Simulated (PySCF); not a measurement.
Write Cartesian coordinates for `O[SiH]1[SiH2][SiH2][SiH2]1` as optimised with PBE0-D3(BJ)/def2-SVP.

```
atom  x, y, z in Å
O1    -0.1200   -2.2455    1.0324
Si2    0.6232   -0.9122    0.3423
Si3   -0.2634    1.1859    1.0452
Si4   -1.3246    1.4098   -1.0657
Si5   -0.2431   -0.5592   -1.8346
H6     0.0559   -2.3910    1.9673
H7     2.1191   -1.0060    0.4456
H8     0.7717    2.2403    1.2967
H9    -1.1960    1.1350    2.2164
H10   -2.8122    1.2611   -0.9919
H11   -0.9938    2.6586   -1.8207
H12    0.8134   -0.2918   -2.8621
H13   -1.1518   -1.6409   -2.3270
```

Orientation and origin are arbitrary. Atoms count from 1 in this order. Si2 (oxygen-bound silicon) has angles from 90.2° to 115.9°. Si4 (SiH2 silicon) has angles from 90.4° to 115.4°. Si3 (SiH2 silicon) has angles from 89.3° to 115.6°. The 4-membered ring Si2–Si3–Si4–Si5 has internal angles of 89.3° to 90.4° (sum 359°, against 360° for a flat polygon); it is slightly puckered (a soft mode that the optimisation may not have finished), 0.06 Å rms from its mean plane, widest ring torsion 6°.

Bonds between heavy atoms (Å): O1–Si2 1.675, Si2–Si3 2.384, Si3–Si4 2.373, Si4–Si5 2.374, Si2–Si5 2.369.

Computed, not measured: PBE0-D3(BJ)/def2-SVP geometry optimisation, gas phase in PySCF 2.14.0.

PBE0-D3(BJ)/def2-SVP frequencies: not computed here. One conformer, not necessarily the lowest (H–O1–Si2–Si3 -71°, O1–Si2–Si3–Si4 -106°, Si2–Si3–Si4–Si5 -6°, Si3–Si4–Si5–Si2 6°, O1–Si2–Si5–Si4 110°).
